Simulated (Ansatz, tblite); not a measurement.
Removing and adding an electron: (CuNH2)2 ring (Cu₂N₂H₄). Total charge 0; singlet. Geometry: r2SCAN-D4/def2-SVP. Ansatz, gas phase; energy differences of separate SCF runs; the oxidised species was run as a doublet alone; the reduced species was run as a doublet alone.

```xyz
8

Cu   -0.114   -0.052   -1.103
N     0.101    1.627   -0.087
Cu    0.114    0.052    1.103
N    -0.100   -1.627    0.087
H    -0.667    2.302   -0.040
H     0.945    2.194   -0.201
H    -0.945   -2.193    0.201
H     0.667   -2.302    0.040
```

The xTB rows come from tblite.

```tsv
level	−HOMO (eV)	vertical IE (eV)	−LUMO (eV)	vertical EA (eV)	HOMO–LUMO gap (eV)	IE − EA (eV)
GFN1-xTB	9.99	12.73	6.40	3.56	3.59	9.18
GFN2-xTB	8.28	11.94	4.18	1.99	4.10	9.95
PBE-D4/def2-TZVP	3.98	7.14	2.11	–	1.87	–
r2SCAN-D4/def2-TZVP	3.96	7.00	1.83	–	2.13	–
```

Question: Estimate the rows for PBE-D4/def2-TZVPD, r2SCAN-D4/def2-TZVPD, PBE0-D4/def2-TZVP, PBE0-D4/def2-TZVPD.

Answer: 
```
               level  −HOMO (eV)  vertical IE (eV)  −LUMO (eV)  vertical EA (eV)  HOMO–LUMO gap (eV)  IE − EA (eV)                       remarks
   PBE-D4/def2-TZVPD        4.04                 –        2.19              0.29                1.85             –  HOMO above zero (-1 doublet)
r2SCAN-D4/def2-TZVPD        4.01                 –        1.90              0.27                2.11             –  HOMO above zero (-1 doublet)
   PBE0-D4/def2-TZVP        5.28              7.22        1.16                 –                4.12             –                             –
  PBE0-D4/def2-TZVPD        5.33                 –        1.26              0.00                4.07             –  HOMO above zero (-1 doublet)
```

   A HOMO above zero means that the electron is unbound at that level or that self-interaction error raises the level; the energy of removing that electron tells which. Raw xTB energy differences between charge states are shifted by several eV; the methods need an empirical correction for them.
